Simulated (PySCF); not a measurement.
**Relaxation of doublet NbO2**

These are results of UPBE/[Nb def2-TZVP with ECP28, O def2-TZVP], scalar-relativistic core potentials, density fitting, no spin–orbit coupling, PySCF, not measurements. A (50,194) grid was used.

A start displaced from a saddle point along its imaginary mode, of C2v symmetry, held to at least that symmetry:

```xyz
3
charge 0 multiplicity 2, angstrom
Nb   -0.0031   -0.0412    0.0000
O     0.0089    0.1197    1.8119
O     0.0089    0.1197   -1.8119
```

Optimiser trace:
| step | E − E(last) (kJ/mol) | largest gradient (Eh/bohr) |
| --- | --- | --- |
| 0 | 246.63 | 0.02581 |
| 1 | 218.37 | 0.04070 |
| 2 | 167.25 | 0.04106 |
| 3 | 107.48 | 0.05590 |
| 4 | 28.68 | 0.07682 |
| 5 | 2.78 | 0.03271 |
| 6 | 0.15 | 0.00751 |
| 7 | 0.00 | 0.00032 |
| 8 | 0.00 | 0.00010 |

It ends at C2v with Nb–O 1.721 Å (×2); O–Nb–O 104.3° (after a last refinement on a finer grid). A frequency run shows a minimum.

Open d and f shells are described by one determinant, and the ground state may have another occupation or spin.

The relaxation took 27 s on 4 threads of a shared Arm Neoverse V1 host, with 102 basis functions and 9 gradients; the process peaked at 0.83 GiB. Launch command: `OMP_NUM_THREADS=4 python axn.py task.json out`.
